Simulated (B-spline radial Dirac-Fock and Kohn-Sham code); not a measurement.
Run log: W

ΔSCF core binding energies without Breit or QED terms, calculated with a radial atomic solver. Keys: rel is the Hamiltonian (dirac, or spin-free x2c and nr, where L3 and M5 stand for the whole 2p and 3d shells), method is hf or an exchange,correlation pair (spin-unpolarised, also for the hole states), nuc the nuclear model, radius_factor scales its radius, rmax is the box in bohr, h the logarithmic mesh step, order the B-spline order, points the quadrature points per cell, c_factor scales the speed of light, and damp, ndamp, maxit and tol steer the iteration. The run stops when the commutator error falls below 10·tol·max(1, Z/10), or the numerical noise floor, and the energy has settled to about 1e-8 Ha; the virial ratio is −V/T.

Input (task.json):

```json
{"items": [{"Z": 74, "q": 0, "cfg": [[1, 0, 2], [2, 0, 2], [2, 1, 6], [3, 0, 2], [3, 1, 6], [3, 2, 10], [4, 0, 2], [4, 1, 6], [4, 2, 10], [4, 3, 14], [5, 0, 2], [5, 1, 6], [5, 2, 4], [6, 0, 2]], "A": 184, "rrms": 5.3658, "do": "settings", "holes": ["K", "L3", "M5"],
  "settings": [{"rel": "dirac", "method": "hf", "nuc": "fermi", "radius_factor": 1.0, "rmax": 45.0, "h": 0.9, "order": 8, "points": 10, "c_factor": 1.0, "maxit": 54, "damp": 0.5, "ndamp": 3, "tol": 1e-08}]}]}
```

Command: `python xray2_run.py task.json out`

Ground-state iterations:

```
iter   energy (Ha)        error
   1   -15948.33885094  4.98e+00
   2   -15950.37558121  1.53e+00
   3   -15955.83123345  9.88e-02
   4   -15955.84670540  6.27e-02
   5   -15955.84824627  5.50e-03
   6   -15955.84829289  1.68e-03
   7   -15955.84830105  2.40e-04
   8   -15955.84830211  3.89e-05
   9   -15955.84830218  9.33e-06
  10   -15955.84830218  1.37e-06
  11   -15955.84830218  2.67e-07
```

The ground state converged in 11 iterations, with total energy -15955.84830 Ha, virial ratio 1.83738 and highest orbital energy -5.44 eV. ΔSCF binding energies: K (1s) 69708.9 eV, L3 (2p3/2) 10179.5 eV, M5 (3d5/2) 1912.5 eV.

Problem. One setting is unsound. Which, and why?

Solution. h is too large to resolve the orbitals. With the default settings (Dirac Hartree-Fock): The ground state converged in 11 iterations, with total energy -16156.13543 Ha, virial ratio 1.88821 and highest orbital energy -7.26 eV. ΔSCF binding energies: K (1s) 69877.6 eV, L3 (2p3/2) 10240.9 eV, M5 (3d5/2) 1818.7 eV.
